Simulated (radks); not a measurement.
All-electron atom: La XIII in [Kr] 4d(3/2: 3, 5/2: 6).

Method: Dirac Kohn-Sham, BLYP, spin-unpolarised, spherical densities, finite nucleus; Fermi nuclear charge, rms radius 4.855 fm; computed with a radial shooting solver on a logarithmic mesh with Libxc functionals.

Energy parts (Ry):
| part | energy |
|---|---|
| total | -16911.8884 |
| kinetic | 18101.5045 |
| electron-nucleus | -40472.5799 |
| Hartree | 5855.2313 |
| exchange-correlation | -396.0442 |

Orbitals (lengths in bohr, moments of r in powers of bohr; <r^-3> diverges for s and p1/2; r(max) is where P^2 peaks; r(90%) holds 90 % of the orbital's charge):
orbital,occ.,eigenvalue (Ry),r(max),<r^2>,r(90%),<r^-3>
1s1/2,2,-2861.142,0.01607,0.0008537,0.0452,-
2s1/2,2,-467.8816,0.09108,0.01356,0.166,-
2p1/2,2,-442.2033,0.06948,0.009954,0.148,-
2p3/2,4,-411.8132,0.07464,0.01122,0.156,6687
3s1/2,2,-111.5671,0.2605,0.09265,0.418,-
3p1/2,2,-100.7347,0.2471,0.08745,0.412,-
3p3/2,4,-94.79749,0.2583,0.09504,0.429,1340
3d3/2,4,-75.81800,0.2079,0.07810,0.403,218.9
3d5/2,6,-74.54561,0.2111,0.08025,0.408,199.8
4s1/2,2,-33.62500,0.6047,0.4688,0.924,-
4p1/2,2,-29.58942,0.6139,0.4970,0.959,-
4p3/2,4,-28.27034,0.6371,0.5342,0.993,299.6
4d3/2,3,-21.59113,0.6551,0.6105,1.08,42.01
4d5/2,6,-21.35086,0.6624,0.6235,1.09,38.12

The highest occupied level is 4d5/2 at -290.49 eV. The electron density at the nucleus is 3.516e+05 e/bohr^3.
